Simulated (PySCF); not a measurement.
# Magnetic susceptibility: `InChI=1S/C14H12/c1-2-10-6-5-9-13-11-7-3-4-8-12(11)14(10)13/h3-9H,2H2,1H3`

Molfile (atoms numbered from 1):
```
C14H12
     RDKit          3D

 26 28  0  0  0  0  0  0  0  0999 V2000
   -2.9369   -1.2845    0.0721 C   0  0  0  0  0  0  0  0  0  0  0  0
   -2.1021   -0.8671    1.2841 C   0  0  0  0  0  0  0  0  0  0  0  0
   -1.2680    0.3359    0.9582 C   0  0  0  0  0  0  0  0  0  0  0  0
   -1.6937    1.6491    1.2608 C   0  0  0  0  0  0  0  0  0  0  0  0
   -0.9544    2.7660    0.9432 C   0  0  0  0  0  0  0  0  0  0  0  0
    0.2897    2.6850    0.2862 C   0  0  0  0  0  0  0  0  0  0  0  0
    0.7020    1.4235   -0.0146 C   0  0  0  0  0  0  0  0  0  0  0  0
   -0.0667    0.2723    0.3123 C   0  0  0  0  0  0  0  0  0  0  0  0
    0.9780   -0.6005   -0.2989 C   0  0  0  0  0  0  0  0  0  0  0  0
    1.3849   -1.8616   -0.6076 C   0  0  0  0  0  0  0  0  0  0  0  0
    2.6292   -1.9512   -1.2644 C   0  0  0  0  0  0  0  0  0  0  0  0
    3.3782   -0.8380   -1.5728 C   0  0  0  0  0  0  0  0  0  0  0  0
    2.9512    0.4681   -1.2569 C   0  0  0  0  0  0  0  0  0  0  0  0
    1.7501    0.5509   -0.6232 C   0  0  0  0  0  0  0  0  0  0  0  0
   -3.6135   -0.4828   -0.2159 H   0  0  0  0  0  0  0  0  0  0  0  0
   -3.5257   -2.1698    0.3013 H   0  0  0  0  0  0  0  0  0  0  0  0
   -2.2884   -1.5065   -0.7724 H   0  0  0  0  0  0  0  0  0  0  0  0
   -2.7644   -0.6443    2.1232 H   0  0  0  0  0  0  0  0  0  0  0  0
   -1.4484   -1.6937    1.5706 H   0  0  0  0  0  0  0  0  0  0  0  0
   -2.6404    1.7735    1.7682 H   0  0  0  0  0  0  0  0  0  0  0  0
   -1.3384    3.7415    1.2056 H   0  0  0  0  0  0  0  0  0  0  0  0
    0.8521    3.5759    0.0514 H   0  0  0  0  0  0  0  0  0  0  0  0
    0.8167   -2.7505   -0.3779 H   0  0  0  0  0  0  0  0  0  0  0  0
    3.0037   -2.9289   -1.5327 H   0  0  0  0  0  0  0  0  0  0  0  0
    4.3269   -0.9643   -2.0746 H   0  0  0  0  0  0  0  0  0  0  0  0
    3.5574    1.3245   -1.5119 H   0  0  0  0  0  0  0  0  0  0  0  0
  1  2  1  0
  2  3  1  0
  3  4  1  0
  4  5  2  0
  5  6  1  0
  6  7  2  0
  7  8  1  0
  8  9  1  0
  9 10  2  0
 10 11  1  0
 11 12  2  0
 12 13  1  0
 13 14  2  0
  8  3  2  0
 14  9  1  0
 14  7  1  0
  1 15  1  0
  1 16  1  0
  1 17  1  0
  2 18  1  0
  2 19  1  0
  4 20  1  0
  5 21  1  0
  6 22  1  0
 10 23  1  0
 11 24  1  0
 12 25  1  0
 13 26  1  0
M  END
```

Computed, not measured: PySCF, GIAO BHandHLYP/pcSseg-1 magnetisability, rotational g tensor and spin-rotation constants, non-relativistic, gas phase. Geometry: GFN2-xTB.

Problem. What are the magnetisability and the molar susceptibility?

Solution. Isotropic -1774 × 10⁻³⁰ J/T², or -106.8 × 10⁻⁶ cm³/mol; principal values -2474, -1433, -1415 × 10⁻³⁰ J/T², anisotropy 1050 × 10⁻³⁰ J/T² (root of half the summed squared differences of the principal values). The susceptibility is in cgs units.

Problem. Split it along the inertial axes a, b, c into diamagnetic and paramagnetic parts about the centre of mass, with the quadrupole moment.

Solution. 
| axis | χ (10⁻⁶ cm³/mol) | diamagnetic (10⁻⁶ cm³/mol) | paramagnetic (10⁻⁶ cm³/mol) | summed x² of all electrons (Å²) | quadrupole Θ (D Å) |
| --- | --- | --- | --- | --- | --- |
| a | -85.6 | -1189.0 | 1103.4 | 501.1 | +7.81 |
| b | -87.8 | -2268.3 | 2180.5 | 246.7 | +7.38 |
| c | -147.2 | -3172.7 | 3025.5 | 33.5 | -15.19 |

Anisotropies 2χaa − χbb − χcc = +63.8 and 2χbb − χaa − χcc = +57.2 × 10⁻⁶ cm³/mol. Θ is traceless in Buckingham's convention.

Problem. And the rotational g tensor?

Solution. 
| axis | rotational constant (GHz) | g | nuclear part | electronic part |
| --- | --- | --- | --- | --- |
| a | 1.2038 | -0.0334 | 0.5906 | -0.6240 |
| b | 0.5674 | -0.0151 | 0.5662 | -0.5812 |
| c | 0.3994 | +0.0030 | 0.5707 | -0.5677 |

Asymmetric top; isotopes 12C, 1H; no vibrational averaging.
